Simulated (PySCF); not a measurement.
Molecule: `O=C(CCF)O[SiH3]`, C$_{3}$H$_{7}$FO$_{2}$Si.

Bonds (- single, = double, # triple, : aromatic): O1=C2, C2-C3, C3-C4, C4-F5, C2-O6, O6-Si7. C3 carries H8, H9; C4 carries H10, H11; Si7 carries H12, H13, H14.

Frames of a GFN2-xTB Langevin trajectory at 200 K; GIAO PBE0/pcSseg-1 shieldings in PySCF, gas phase, non-relativistic; equivalent atoms averaged within each frame.

Scale: ¹⁷O (σ = 336.08 ppm) vs H2O; TMS for ¹³C (σ = 186.93 ppm), ²⁹Si (σ = 349.16 ppm), ¹H (σ = 31.72 ppm); ¹⁹F (σ = 170.95 ppm) vs CFCl3 (reference shieldings calculated alike). The references are static minima.

How do the shifts (ppm) fluctuate along the trajectory?

Answers


```
         time (fs)     O1     O6     C2    C4    C3      F5    Si7  H10/H11  H12/H13/H14  H8/H9
optimised geometry  452.4  186.9  176.9  82.5  39.2  -261.1  -39.3     4.98         4.83   2.93
               250  471.2  173.8  170.2  92.3  42.1  -237.0  -42.2     5.54         4.83   3.56
               425  450.1  169.0  171.6  81.6  46.8  -256.1  -51.5     5.10         4.89   3.53
               625  446.3  173.5  173.6  78.1  43.2  -265.8  -38.7     5.14         4.85   2.70
               800  480.4  183.4  180.2  84.0  34.3  -246.0  -41.7     4.50         4.64   2.99
              1000  437.6  193.5  174.3  85.3  41.2  -254.6  -39.6     4.99         4.57   3.41
    mean of frames  457.1  178.7  174.0  84.3  41.5  -251.9  -42.7     5.05         4.76   3.24
standard deviation   17.9    9.8    3.8   5.3   4.6    10.9    5.1     0.37         0.14   0.38
```

5 frames give an uncertainty of the mean of about the standard deviation over 2.2 at best, since frames this close in time may not be independent; classical motion lacks zero-point vibration, and the reference would need the same averaging.
